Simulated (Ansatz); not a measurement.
Isolated molecules relaxed with PBE0-D4/def2-TZVP in Ansatz; ΔE leaves out vibrations. CCSD(T)/CBS adds triple-zeta CCSD(T) − MP2 to the extrapolated MP2 energy (def2 sets, frozen cores). This one scheme is used for every species. Functionals use def2-TZVPP. For Ge outer-core shells are correlated without core-valence functions, which leaves a few kJ/mol of doubt a bond. Scalar relativity is left out up to krypton. One conformer a species, not always the lowest.

Reaction (ligand exchange at a Ge–O bond): `[CH3][GeH]([OH])[F]` + HCl → `[CH3][GeH]([F])[Cl]` + H₂O

```tsv
species	ωB97X-V energy (Eh)
`[CH3][GeH]([OH])[F]`	-2293.09923
HCl	-460.74877
`[CH3][GeH]([F])[Cl]`	-2677.42715
H₂O	-76.43446
```

**Question.** Work out ΔE.

**Answer.** ΔE = (-2677.42715) + (-76.43446) − (-2293.09923) − (-460.74877) = -0.01361 Eh = -35.7 kJ/mol. CCSD(T)/CBS gives -37.6 kJ/mol.

**Question.** What do rigid-rotor, harmonic-oscillator terms from PBE0-D4/def2-TZVP frequencies (298.15 K, 1 bar) make of the CCSD(T)/CBS value? (Estimate.)

**Answer.** The calculation gave: ΔZPE = +6.2 kJ/mol, ΔH = -30.9 kJ/mol, ΔS = 4 J/(mol·K), ΔG = -32.0 kJ/mol.

Largest T1 diagnostic among the species: 0.011.

Leaving LDA and LC-ωPBE aside and taking each functional with its dispersion term where it has one, the values, not all of them listed here, spread over 9.3 kJ/mol, from HSE06-D4 to CAM-B3LYP-D4. LDA lies +4.1 kJ/mol from PBE without D4. At CCSD(T), def2-SVP lies +11.4 kJ/mol from the extrapolated value and def2-TZVPP +4.7 kJ/mol.
